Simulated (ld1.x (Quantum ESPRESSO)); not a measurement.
## F (Z = 9) TM: all-electron and pseudo phase curves

| Property | Result |
| --- | --- |
| Element | fluorine (F) |
| Generator | ld1.x (Quantum ESPRESSO) 7.5 |
| Type | norm-conserving Troullier–Martins (Kleinman–Bylander form) |
| Functional | LDA (PZ) |
| Relativity | scalar-relativistic |
| Frozen core | [He] |
| Valence charge | 7 |
| Reference configuration | 2s2 2p3 (charge +2) |
| Partial waves | 2p (bound): rc 1.15 bohr; 3d channel at -0.2 Ry: rc 1.10 bohr; 2s (bound): rc 0.50 bohr |
| Local potential | the s channel |
| Core correction | Bessel-smoothed model core inside 0.25 bohr |

The phase is arctan(r·u′/u) with u = r·R(r), unwrapped; energies in Ry, scanned from -7 to 5 Ry. A pole is an energy at which the radial function vanishes at the test radius. The pseudo phase is shifted by a multiple of π to meet the all-electron one at the reference energy, and phase errors are pseudo minus all-electron; the curves can meet again beyond the range given. Levels narrower than the energy grid can be missing from the lists of poles.

Task: For each channel, where are the poles, and over which energies does the pseudopotential scatter like the atom?

Result:

```tsv
channel	radius (bohr)	reference energy (Ry)	poles, all-electron	poles, pseudo	unbroken range about the reference energy with phases within 0.05 rad	phase error 1 Ry above the reference energy (rad)
s	1.25	-4.97	-2.21	-2.23	the whole range	-0.000
p	1.25	-3.61	-1.50	-1.48	below 4.4	+0.001
d	1.25	-0.20	none	none	the whole range	+0.000
```

Phases in the s channel:

```csv
E (Ry),all-electron,pseudo
-7.00,0.676,0.674
-6.48,0.369,0.368
-5.96,-0.117,-0.118
-5.44,-0.647,-0.647
-4.92,-1.012,-1.012
-4.40,-1.228,-1.228
-3.88,-1.360,-1.361
-3.36,-1.449,-1.450
-2.84,-1.513,-1.514
-2.32,-1.562,-1.563
-1.80,-1.601,-1.603
-1.28,-1.635,-1.637
-0.76,-1.664,-1.666
-0.24,-1.691,-1.694
0.28,-1.716,-1.719
0.80,-1.740,-1.744
1.32,-1.764,-1.770
1.84,-1.789,-1.796
2.36,-1.815,-1.823
2.88,-1.843,-1.853
3.40,-1.874,-1.886
3.92,-1.908,-1.925
4.44,-1.947,-1.969
4.96,-1.994,-2.023
```
